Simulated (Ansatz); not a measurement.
Computed with Ansatz on PBE0-D4/def2-TZVP structures; ΔE is electronic, products minus reactants. CCSD(T)/CBS is the MP2 limit (def2-TZVPP, def2-QZVPP) plus CCSD(T) − MP2 in def2-TZVPP, frozen cores. Functionals use def2-TZVPP.

`CC(C)[SiH]` + `O[SiH3]` → `[SiH]O[SiH3]` + `CCC`  (ligand exchange at the Si–C bond)

`CC(C)[SiH]`:

```xyz
12

C    -0.093    0.192   -1.410
C     0.000   -0.624   -0.139
C     0.713    0.083    1.018
Si   -1.436   -0.766    1.096
H    -0.704   -0.316   -2.160
H    -0.556    1.162   -1.212
H     0.892    0.370   -1.857
H     0.461   -1.595   -0.327
H     0.873    1.141    0.813
H     0.102    0.079    1.987
H     1.636   -0.402    1.333
H    -1.886    0.676    0.858
```

`O[SiH3]`:

```xyz
6

O    -0.936   -0.856   -0.184
Si    0.375    0.125    0.000
H    -1.797   -0.497    0.034
H     0.279    1.338   -0.858
H     1.547   -0.685   -0.403
H     0.532    0.574    1.411
```

`[SiH]O[SiH3]`:

```xyz
7

Si    0.604    0.019   -2.172
O     0.743    0.373   -0.571
Si    0.000    0.146    0.886
H    -0.713   -0.793   -2.090
H    -1.245   -0.644    0.700
H     0.933   -0.576    1.785
H    -0.322    1.475    1.462
```

`CCC`:

```xyz
11

C     0.618   -0.510   -1.005
C    -0.218    0.514   -0.256
C    -0.456    0.129    1.194
H     0.131   -1.489   -1.007
H     1.599   -0.633   -0.538
H     0.779   -0.217   -2.045
H     0.276    1.491   -0.298
H    -1.181    0.641   -0.763
H    -1.059    0.876    1.717
H     0.490    0.027    1.734
H    -0.978   -0.829    1.266
```

```tsv
species	LDA (SPW92) energy (Eh)
`CC(C)[SiH]`	-406.31031
`O[SiH3]`	-365.45630
`[SiH]O[SiH3]`	-653.79307
`CCC`	-118.02163
```

(1) Work out ΔE.

Largest T1 diagnostic among the species: 0.014.

Results:

(1) ΔE = (-653.79307) + (-118.02163) − (-406.31031) − (-365.45630) = -0.04809 Eh = -126.3 kJ/mol. CCSD(T)/CBS gives -159.4 kJ/mol.

The D4 term adds +5.2 kJ/mol with B3LYP and +2.6 kJ/mol with PBE0; it sums over pairs of atoms, weighted by their polarisabilities, and B3LYP, whose exchange is more repulsive, gets the larger term. Leaving LDA and LC-ωPBE aside and taking each functional with its dispersion term where it has one, the values, not all of them listed here, spread over 39.7 kJ/mol, from BHLYP-D4 to revPBE-D4. LDA lies +15.5 kJ/mol from PBE without D4. In def2-TZVPP, CCSD(T) changes the Hartree–Fock value by +40.1 kJ/mol (the triples alone add +6.9 kJ/mol) and MP2 by +45.7 kJ/mol.

B3LYP here is the variant with VWN-RPA as its local correlation; programs differ in this.
